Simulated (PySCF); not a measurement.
**Spin states of NiSe**

Unrestricted PBE0; PySCF, spin-free X2C with a Gaussian nucleus, basis sets Ni x2c-TZVPPall, Se x2c-TZVPPall. Outer shells of the fragments: Ni 3d8 4s2; Se 3d10 4s2 4p4.

Followed along the bond (rough minima from three points):

```json
{"2Ms+1": "3", "unpaired": "π ↑↑", "⟨S²⟩ at the start": "2.01", "R at minimum (Å)": "2.09", "Te (eV)": "0.00"}
{"2Ms+1": "3", "unpaired": "π ↑, δ ↑", "⟨S²⟩ at the start": "2.01", "R at minimum (Å)": "2.16", "Te (eV)": "0.11"}
{"2Ms+1": "3", "unpaired": "π ↑, δ ↑", "⟨S²⟩ at the start": "2.01", "R at minimum (Å)": "2.17", "Te (eV)": "0.18"}
{"2Ms+1": "1", "unpaired": "π ↑, δ ↓", "⟨S²⟩ at the start": "1.01", "R at minimum (Å)": "2.18", "Te (eV)": "0.23"}
{"2Ms+1": "1", "unpaired": "π ↑, δ ↓", "⟨S²⟩ at the start": "1.01", "R at minimum (Å)": "2.19", "Te (eV)": "0.28"}
{"2Ms+1": "3", "unpaired": "π ↑↑", "⟨S²⟩ at the start": "2.02", "R at minimum (Å)": "2.11", "Te (eV)": "0.48"}
```

Solutions found at the starting distance of 2.170 Å, counted from the lowest of them; the search is not exhaustive and high or unbound solutions are not listed, so other states can lie among these:

```json
{"2Ms+1": "3", "unpaired": "π ↑↑", "term": "mixed", "E (eV)": "0.00", "⟨S²⟩": "2.01", "⟨Lz²⟩": "0.75", "μ (D)": "-4.17"}
{"2Ms+1": "3", "unpaired": "π ↑, δ ↑", "term": "mixed", "E (eV)": "0.05", "⟨S²⟩": "2.01", "⟨Lz²⟩": "4.36", "μ (D)": "-4.16"}
{"2Ms+1": "3", "unpaired": "π ↑, δ ↑", "term": "mixed", "E (eV)": "0.12", "⟨S²⟩": "2.01", "⟨Lz²⟩": "5.02", "μ (D)": "-3.92"}
{"2Ms+1": "1", "unpaired": "π ↑, δ ↓", "term": "mixed", "E (eV)": "0.17", "⟨S²⟩": "1.01", "⟨Lz²⟩": "4.59", "μ (D)": "-3.79"}
{"2Ms+1": "1", "unpaired": "π ↑↓", "term": "mixed", "E (eV)": "0.17", "⟨S²⟩": "1.01", "⟨Lz²⟩": "2.03", "μ (D)": "-3.87"}
{"2Ms+1": "1", "unpaired": "π ↑, δ ↓", "term": "mixed", "E (eV)": "0.22", "⟨S²⟩": "1.01", "⟨Lz²⟩": "5.02", "μ (D)": "-3.71"}
{"2Ms+1": "3", "unpaired": "π ↑↑", "term": "mixed", "E (eV)": "0.75", "⟨S²⟩": "2.02", "⟨Lz²⟩": "2.03", "μ (D)": "-3.68"}
{"2Ms+1": "1", "unpaired": "none", "term": "mixed", "E (eV)": "1.30", "⟨S²⟩": "0.00", "⟨Lz²⟩": "2.02", "μ (D)": "-3.78"}
{"2Ms+1": "5", "unpaired": "σ ↑, π ↑↑, δ ↑", "term": "mixed", "E (eV)": "1.44", "⟨S²⟩": "6.02", "⟨Lz²⟩": "4.17", "μ (D)": "0.56"}
{"2Ms+1": "1", "unpaired": "σ ↑, δ ↓", "term": "mixed", "E (eV)": "1.57", "⟨S²⟩": "1.01", "⟨Lz²⟩": "4.00", "μ (D)": "-5.31"}
{"2Ms+1": "5", "unpaired": "σ ↑↑, π ↑, δ ↑", "term": "mixed", "E (eV)": "1.60", "⟨S²⟩": "6.01", "⟨Lz²⟩": "5.01", "μ (D)": "-1.27"}
{"2Ms+1": "5", "unpaired": "σ ↑↑, π ↑↑", "term": "⁵Σ⁻", "E (eV)": "1.60", "⟨S²⟩": "6.02", "⟨Lz²⟩": "0.00", "μ (D)": "0.85"}
{"2Ms+1": "3", "unpaired": "σ ↑, π ↑", "term": "mixed", "E (eV)": "1.65", "⟨S²⟩": "2.86", "⟨Lz²⟩": "1.10", "μ (D)": "0.14"}
{"2Ms+1": "3", "unpaired": "σ ↓, π ↑↑, δ ↑", "term": "mixed", "E (eV)": "1.78", "⟨S²⟩": "3.02", "⟨Lz²⟩": "4.00", "μ (D)": "0.90"}
```

A term symbol is given only where ⟨S²⟩ and ⟨Lz²⟩ are close to those of a pure state; real π, δ and φ orbitals otherwise mix terms. A positive dipole means Ni(−)Se(+).

Task: Compare the gap between the two lowest followed solutions at the starting distance with the gap between their minima.

Result: At PBE0 the second solution (triplet, unpaired electrons π ↑, δ ↑) lies +0.05 eV from the first (triplet, unpaired electrons π ↑↑) at 2.170 Å and +0.11 eV at the minima; the two curves relax by different amounts, since their minima lie near 2.16 and 2.09 Å.

Spin–orbit coupling is left out. The state is the lowest single determinant that the PBE0 search found; with open d or f shells the true ground state can be another one.
